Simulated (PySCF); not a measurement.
Job file and geometry (Å, from GFN2-xTB) of an NMR shielding run on `CCO[C@@H]1C[C@@H](C#N)[SiH2][SiH2]1`, C6H13NOSi2, GIAO PBE0/pcSseg-1 NMR shielding, non-relativistic, gas phase (PySCF 2.14.0, density-fitted response routines); density fitting, a coarse starting grid and PySCF grid level 2 are the driver's defaults:

```
$ OMP_NUM_THREADS=1 python probes_run.py task.json out

{"job": {"kind": "nmr", "xc": "PBE0", "basis": "pcSseg-1"}, "charge": 0, "multiplicity": 1}
C      3.002874     0.431467     1.244906
C      2.137146     0.383361    -0.003751
O      1.042733    -0.472388     0.243541
C      0.190288    -0.729715    -0.861583
C     -0.710783     0.463640    -1.198329
C     -1.527088     0.877593     0.035208
C     -2.460859     1.901943    -0.297124
N     -3.226530     2.706744    -0.578460
Si    -2.403963    -0.686660     0.782194
Si    -0.900613    -2.163812    -0.182635
H      3.377692    -0.561680     1.477263
H      3.841317     1.104333     1.087454
H      2.414167     0.785044     2.087572
H      1.789901     1.396914    -0.254292
H      2.715731     0.003537    -0.860970
H      0.794613    -0.983087    -1.744704
H     -0.117122     1.312307    -1.554125
H     -1.380910     0.173751    -2.012804
H     -0.842906     1.277455     0.790954
H     -3.787398    -0.711574     0.292299
H     -2.465659    -0.506069     2.236308
H     -1.420413    -2.945436    -1.315207
H     -0.066972    -3.030685     0.645133
```

Problem. Write the output of this run.

Solution. 
```
coarse grid: 19976 points
cycle   1  E = -944.4879108676  dE =  1.148e+00  |g| = 6.740e-01  |ddm| = 4.360e+00
cycle   2  E = -944.3123600603  dE =  1.756e-01  |g| = 1.153e+00  |ddm| = 1.767e+00
cycle   3  E = -944.5785597468  dE = -2.662e-01  |g| = 2.030e-01  |ddm| = 1.205e+00
cycle   4  E = -944.5864547571  dE = -7.895e-03  |g| = 8.286e-02  |ddm| = 1.997e-01
cycle   5  E = -944.5877763388  dE = -1.322e-03  |g| = 2.494e-02  |ddm| = 8.309e-02
cycle   6  E = -944.5879041959  dE = -1.279e-04  |g| = 4.387e-03  |ddm| = 2.522e-02
cycle   7  E = -944.5879081092  dE = -3.913e-06  |g| = 1.205e-03  |ddm| = 4.560e-03
final grid: 183136 points
cycle   8  E = -944.6568943201  dE = -3.989e-05  |g| = 1.224e-02  |ddm| = 3.420e-02
cycle   9  E = -944.6568664214  dE =  2.790e-05  |g| = 1.728e-02  |ddm| = 2.166e-02
cycle  10  E = -944.6569248318  dE = -5.841e-05  |g| = 1.614e-03  |ddm| = 1.314e-02
cycle  11  E = -944.6569253693  dE = -5.376e-07  |g| = 3.180e-04  |ddm| = 1.866e-03
cycle  12  E = -944.6569253850  dE = -1.563e-08  |g| = 1.750e-04  |ddm| = 3.756e-04
cycle  13  E = -944.6569253904  dE = -5.409e-09  |g| = 7.346e-05  |ddm| = 1.614e-04
cycle  14  E = -944.6569253915  dE = -1.158e-09  |g| = 1.511e-05  |ddm| = 7.470e-05
cycle  15  E = -944.6569253916  dE = -5.048e-11  |g| = 3.166e-06  |ddm| = 1.501e-05
converged SCF energy = -944.6569253916

GIAO shielding tensors (ppm)
atom      isotropic    diamagn.    paramagn.     s11        s22        s33       span
  0 C      168.819     246.703     -77.885    153.104    167.002    186.350     33.246
  1 C      119.087     245.968    -126.881     79.788    109.907    167.565     87.776
  2 O      284.625     402.297    -117.672    248.516    289.028    316.332     67.817
  3 C      109.993     250.086    -140.092     86.693     93.034    150.254     63.561
  4 C      151.164     251.218    -100.054    125.351    157.513    170.627     45.276
  5 C      178.293     252.012     -73.719    161.560    181.146    192.174     30.614
  6 C       59.610     257.221    -197.611    -61.329    -55.831    295.991    357.319
  7 N      -28.502     340.438    -368.940   -197.853   -174.774    287.121    484.973
  8 Si     407.198     879.793    -472.595    367.261    391.675    462.659     95.398
  9 Si     411.001     881.072    -470.071    364.986    406.693    461.324     96.339
 10 H       30.252      29.013       1.239     26.153     28.584     36.019      9.865
 11 H       30.669      27.083       3.586     26.469     27.434     38.103     11.634
 12 H       30.425      30.547      -0.122     25.897     29.865     35.514      9.617
 13 H       27.863      33.016      -5.153     22.160     28.808     32.622     10.462
 14 H       28.557      31.039      -2.482     24.138     27.744     33.788      9.650
 15 H       27.638      32.899      -5.261     24.670     26.850     31.395      6.725
 16 H       28.634      33.182      -4.549     23.942     28.111     33.848      9.906
 17 H       30.491      33.166      -2.676     26.529     28.497     36.446      9.917
 18 H       29.610      32.607      -2.997     24.245     29.509     35.075     10.830
 19 H       27.634      28.566      -0.932     23.815     25.624     33.464      9.649
 20 H       27.400      28.537      -1.138     23.990     24.974     33.235      9.245
 21 H       27.642      29.127      -1.485     24.309     24.611     34.006      9.698
 22 H       27.867      29.401      -1.535     23.762     26.064     33.774     10.012
```

Problem. Turn these shieldings into chemical shifts. Scale: ¹³C (σref 186.93) and ²⁹Si (σref 349.16) and ¹H (σref 31.72) against TMS; ¹⁷O (σref 336.08) against H2O; NH3 for ¹⁵N (σref 267.73) (reference shieldings calculated alike).

Solution. Averaging equivalent atoms: C 6: 127.3; C 3: 76.9; C 1: 67.8; C 4: 35.8; C 0: 18.1; C 5: 8.6; O 2: 51.5; N 7: 296.2; Si 8: -58.0; Si 9: -61.8; H 20: 4.32; H 19: 4.08; H 15: 4.08; H 21: 4.07; H 13: 3.85; H 22: 3.85; H 14: 3.16; H 16: 3.08; H 18: 2.11; H 10/11/12: 1.27; H 17: 1.23 ppm. Experimental scales use liquid or dissolved standards, which lie at an offset from isolated NH3 (liquid NH3: subtract about 20 ppm) and H2O (liquid H2O: subtract about 36 ppm). Unscaled 15N shifts of sp2 nitrogen come out 20 to 40 ppm too high even then.

Size and cost of the density-fitted run: 249 basis functions, 85 s wall time on 1 thread of an Arm Neoverse V1, shared host; peak memory 1.2 GiB.
